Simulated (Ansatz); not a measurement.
C₂H₅ClFNSi (SMILES C=C[Si](N)(F)Cl), singlet, at a GFN2-xTB geometry; PBE0/def2-TZVPP run with Ansatz (a quantum-chemistry and plane-wave program).

Here is a job for Ansatz.
Ansatz 0.2 input:
```yaml
crystal:
  periodic: [false, false, false]
  atoms:
    - {symbol: C, position_ang: [-2.29139647, 0.50633558, -1.25367057]}
    - {symbol: C, position_ang: [-1.51028273, -0.42123464, -0.72196405]}
    - {symbol: Si, position_ang: [0.25361570, -0.14641475, -0.14947714]}
    - {symbol: N, position_ang: [1.01166688, 1.10053149, -1.03810852]}
    - {symbol: F, position_ang: [0.99754364, -1.57808936, -0.34375363]}
    - {symbol: Cl, position_ang: [0.44305771, 0.29213574, 1.79900200]}
    - {symbol: H, position_ang: [-1.94809830, 1.51680324, -1.40133162]}
    - {symbol: H, position_ang: [-3.30332838, 0.29783218, -1.56427911]}
    - {symbol: H, position_ang: [-1.90882726, -1.42084297, -0.59563096]}
    - {symbol: H, position_ang: [1.80865741, 1.59339087, -0.67175116]}
    - {symbol: H, position_ang: [1.01950983, 1.08479390, -2.04301139]}
basis:
  gaussian:
    orbitals: def2-TZVPP
hamiltonian:
  xc: pbe0
```

The log (banner, timings and long lists left out):

```
Functional definition: PBE0
1582 factors; their error is unknown
mean field evaluation 1: about -26744.3044 eV, gradient 7.7e1 eV
mean field evaluation 2: about -26736.8023 eV, gradient 9.4e1 eV
mean field evaluation 4: about -26755.4946 eV, gradient 4.3e0 eV
mean field evaluation 8: about -26755.5363 eV, gradient 1.3e-1 eV
mean field evaluation 16: about -26755.5988 eV, gradient 3.9e-4 eV
mean field -26755.59879027 eV, -983.2501199462 hartree, gradient 6.6e-5 eV, S^2 0.000000; 0 other end points of the search recorded, 0 dependent functions left out
reference -26755.59882225 eV, -983.2501211213 hartree; 32, 32 occupied and 246, 246 virtual orbitals, 1582 factors
Total energy: -26755.59882225 eV, -983.2501211213 hartree
```
